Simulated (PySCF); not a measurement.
TiClO, SMILES [O]=[Ti+][Cl], charge +1, multiplicity 1.

Coordinates come from a PBE0-D3(BJ)/def2-TZVP optimisation. The multiplicity is an assumed one; other spin states were not compared. The isomer is the one that the SMILES or the coordinates give; other isomers of the formula were not compared.

Method: PySCF with PBE/def2-TZVPD.

Symmetry labels are those of the subgroup Cs that the program uses (full group Cs).

List the valence orbital energies around the gap with their symmetry. (The exact figures need the calculation; the answer reports its results.)


```tsv
orbital	symmetry	energy (eV)
HOMO−7	A'	-28.55
HOMO−6	A'	-25.94
HOMO−5	A'	-15.70
HOMO−4	A"	-15.49
HOMO−3	A'	-15.36
HOMO−2	A'	-14.91
HOMO−1	A"	-14.34
HOMO	A'	-13.64
LUMO	A'	-10.91
LUMO+1	A"	-10.89
LUMO+2	A'	-9.55
LUMO+3	A"	-9.23
```
